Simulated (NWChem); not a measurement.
System: CH6OSSi; SMILES CO[SiH2]S

Input file for NWChem:

```
start job
memory heap 200 mb stack 900 mb global 1100 mb
geometry units angstroms noautosym nocenter noautoz
  Si    -1.052117     0.010628     0.123454
  S      0.095536     1.799293     0.452101
  O     -0.207258    -1.380579     0.436892
  C      0.993258    -1.751968    -0.181908
  H     -2.173315     0.028645     1.092861
  H     -1.518794     0.028660    -1.296227
  H      0.574632     1.856981    -0.809147
  H      1.778474    -0.986891    -0.042669
  H      1.347075    -2.691113     0.269060
  H      0.864089    -1.922731    -1.267150
end
basis spherical
  Si library 6-31g*
  S library 6-31g*
  O library 6-31g*
  C library 6-31g*
  H library 6-31g*
end
dft
  xc m06-2x
  iterations 150
end
cosmo
  do_cosmo_smd true
  solvent dmso
end
task dft energy
```

Structure relaxed at the PBE0/def2-SVP level. Solvent: dimethyl sulfoxide.

Level: M06-2X/6-31G* with SMD (1 M gas to 1 M solution), gas-phase geometry. Reactions with the solvent are ignored.

Question: Give the results of this calculation. (M06-2X/6-31G* (spherical d), SMD on the gas-phase geometry.) Quantities: solvation free energy (kcal/mol); cavity-dispersion-structure term (kcal/mol); dipole in solution (D).

Answer: 
```
Property                                     Value
-------------------------------------------  -----
solvation free energy (kcal/mol)              -3.3
cavity-dispersion-structure term (kcal/mol)    0.3
dipole in solution (D)                        2.74
```
